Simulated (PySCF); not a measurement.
The same groups moved round the core (butadiene ethynyl). All species are isolated molecules in the gas phase. One relaxed conformer stands for each flexible species; it need not be the lowest. Strings in code marks are SMILES.

Computed with ωB97X-D3(BJ)/def2-TZVP // B3LYP-D3(BJ)/def2-TZVP (PySCF). Delta-SCF ions had no search for a lower state. Excitations are Tamm–Dancoff values on a coarser integration grid. The basis has no diffuse functions, so Rydberg states are missing or too high.

```csv
species,T1 excitation (TDA) (eV),vertical ionisation energy (Delta-SCF) (eV),S1 excitation (TDA) (eV),S1 oscillator strength
`C#CC(=C)C=C`,3.15,8.87,…,0.000
`C(/C=C/C#C)=C`,2.83,8.51,5.34,1.01
`C#C/C=C\C=C`,2.85,…,5.33,…
```

Problem. Complete the blanks.

Solution. 
- `C#CC(=C)C=C`, S1 excitation (TDA) (eV): 5.77
- `C#C/C=C\C=C`, vertical ionisation energy (Delta-SCF) (eV): 8.55
- `C#C/C=C\C=C`, S1 oscillator strength: 0.811
